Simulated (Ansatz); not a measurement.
```yaml
crystal:
  periodic: [false, false, false]
  atoms:
    - {symbol: Li, position_ang: [-2.866619, 1.450723, 0.950942]}
    - {symbol: Li, position_ang: [3.501792, -1.102644, -0.324758]}
    - {symbol: Li, position_ang: [1.455333, 1.838547, -1.759725]}
    - {symbol: Li, position_ang: [-0.215811, -1.635141, -2.133584]}
    - {symbol: Li, position_ang: [0.419440, -2.422112, 1.598452]}
    - {symbol: Al, position_ang: [-1.114255, 0.917933, -1.348390]}
    - {symbol: Al, position_ang: [-0.069007, 2.172637, 0.623077]}
    - {symbol: Al, position_ang: [-1.609156, -1.117785, 0.256937]}
    - {symbol: Al, position_ang: [1.050209, -0.294560, -0.049175]}
    - {symbol: Al, position_ang: [-0.551915, 0.192402, 2.186215]}
basis:
  gaussian: {orbitals: def2-TZVP, initial_orbitals: start.molden}
total_charge: 1
magnetization: {spin_polarized: true, initial_magnetization: 1}
hamiltonian: {xc: {name: wB97M-V}}
scf: {omitted_lower_state_checks: [starts]}
output: {orbitals: {seedname: orbitals}}
```

The file start.molden holds the orbitals of an earlier run on this structure, at another level or in another basis.

```sh
$ ansatz run in.yaml --threads 4 --pin off --events-out ev --progress --plain --max-ram 4787MiB
```

Problem. Does this run fit into the memory that it is given?

Solution. No. It has 255 basis functions, and Ansatz plans for 4.72 GiB where 4.67 GiB are given.
